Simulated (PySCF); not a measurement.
C3H9Sb (SMILES [CH3][Sb]([CH3])[CH3]), singlet, geometry from GFN2-xTB (core potentials on Sb). Base run: M062X/def2-SV(P) (PySCF).

The PySCF input:
```python
from pyscf import gto, scf, dft

mol = gto.Mole()
mol.atom = '''
    Sb   -0.006738    0.007403    0.431424
    C     0.192544   -1.823265   -0.714740
    H     1.117611   -2.323686   -0.452256
    H     0.198144   -1.591922   -1.774437
    H    -0.636971   -2.486204   -0.496815
    C     1.489217    1.049401   -0.743781
    H     2.476040    0.671277   -0.502375
    H     1.458237    2.110237   -0.523020
    H     1.295101    0.897088   -1.800014
    C    -1.646684    0.735326   -0.787370
    H    -2.551984    0.187230   -0.552656
    H    -1.408723    0.601973   -1.837180
    H    -1.814271    1.787682   -0.588540
'''
mol.basis = 'def2-sv(p)'
mol.ecp = {'Sb': 'def2-sv(p)'}
mol.charge = 0
mol.spin = 0
mol.verbose = 4
mol.build()

mf = dft.RKS(mol)
mf.xc = 'm062x'
mf.kernel()
mf.analyze()
```

All variants below ran on the same shared machine, one core each. Differences are taken from the largest grid of the series, which the next largest meets within 10 µEh (grids.atom_grid = (99, 590): -359.701997 Eh). The cheapest run took roughly 2.6 core-seconds.

| setting | grid points | cost, times the cheapest (rough) | difference in total energy (µEh) |
|---|---|---|---|
| grids.level = 0 | 11672 | 1 | -11564 |
| grids.atom_grid = (30, 110) | 32016 | 2 | -15543 |
| grids.prune = dft.gen_grid.treutler_prune | 133360 | 4 | 12 |
| grids.atom_grid = (75, 302) | 189192 | 6 | 47 |
| base | 152584 | 6 | 1 |
| grids.prune = off | 245080 | 8 | 1 |
| grids.level = 4 | 259328 | 8 | 0 |
| grids.atom_grid = (99, 590) | 421712 | 10 | reference |

Times come from a shared machine, hold the start-up and are rough.
